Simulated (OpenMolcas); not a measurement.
**Cr3+: ligand-field states by method**

Cr3+ with its 6 nearest oxide ions at 2.034 Å, on the Mg site of MgO (a = 4.2112 Å, distance in the model lattice 2.106 Å). The rest of the host is ab initio model potentials to 7.6 Å, with orthogonalisation functions on the cations behind the ligands, and point charges beyond; the distance is set by hand and nothing relaxes, and no local charge compensation is placed. Ligand basis ANO-RCC-VDZP.
```
Cr    0.0000    0.0000    0.0000
O     2.0340    0.0000    0.0000
O     0.0000    2.0340    0.0000
O    -2.0340    0.0000    0.0000
O     0.0000   -2.0340    0.0000
O     0.0000    0.0000    2.0340
O     0.0000    0.0000   -2.0340
```

```yaml
Program: OpenMolcas 26.06
Basis: ANO-RCC-VTZP [6s5p3d2f1g]
Scalar_Hamiltonian: DKH2, point nucleus
Active_space: 3 electrons in 5 orbitals (3d)
State_averaging: 2S+1 = 4 even, 10 roots; 2S+1 = 2 even, 40 roots
Spin-orbit_coupling: RASSI with atomic mean-field integrals over the reference wave functions
```

I. CASSCF
II. SS-CASPT2, IPEA 0.25 Eh, imaginary shift 0.1 Eh (closed shells correlated: 3s 3p and the ligand valence shells)

Spin-free states (labels of O, the rotations of Oh) in cm-1, each column counted from its own energy of the first state listed:

```tsv
State	Degeneracy	I	II
4A2	1	0	0
4T2	3	15525	17870
2E	2	18559	12600
2T1	3	19530	13360
4T1	3	24071	24610
2T2	3	26695	19570
2A1	1	30967	26720
2T2	3	33748	30500
2T1	3	34683	31120
2E	2	36777	31680
4T1	3	37744	37970
2T1	3	40629	35960
2T2	3	47737	42820
2T1	3	49523	49350
2A2	1	50732	42410
2T2	3	53157	48580
2E	2	57681	53610
2T1	3	60147	56030
2E	2	77669	71320
2T2	3	79888	72950
```

From I to II, I's first state of the same spin (4T2) moves from 15525 to 17870 cm-1, by about +2300 cm-1.

From I to II, I's first state of another spin (2E) moves from 18559 to 12600 cm-1, by about -6000 cm-1.

I: A least-squares ligand-field fit to the states below 45000 cm-1, each weighted by its degeneracy and with a free common offset, gives 10Dq = 15330 cm-1, B = 1015 cm-1 and C = 3737 cm-1 (C/B = 3.68), with an rms deviation of 87 cm-1. The same method and metal basis give the free ion B = 1155 cm-1 (fit to its terms below 60000 cm-1, rms deviation 48 cm-1), so the nephelauxetic ratio is β = 1015 / 1155 = 0.88; it hangs on how both fits weigh the states, and computed free-ion B values tend to be too large, so β mixes covalency with correlation.

χT at 300 K: I 1.84, II 1.84 cm3 K/mol.

Roots that are degenerate in the reference are averaged as groups; the widest CASPT2 spread within a group is 96 cm-1 (the 2-fold group of multiplicity 2 near 31700 cm-1 above the lowest state of its run, II). Shifts and gaps below about the spread of the groups concerned are not significant. Over all roots computed the reference weight is 0.69 to 0.71 in II; a low but even weight reflects the number of correlated electrons. Ligand-to-metal charge-transfer states are missing. With no ligand orbital active B as a rule stays too high, so bands that hang on it stand too high and its fall with covalency is understated. Without dynamic correlation the repulsion within the d shell is too large (B by tens of per cent), so at a given field states of lower spin stand too high (holds for I). With metal d orbitals alone and no dynamic correlation 10Dq can be off by a tenth to a fifth, either way, in oxide and fluoride hosts (holds for I). With one d shell and no ligand orbital active, 10Dq can be off by a tenth or more (holds for II). No measured value stands beside these numbers; the geometry was set by hand and not optimised.
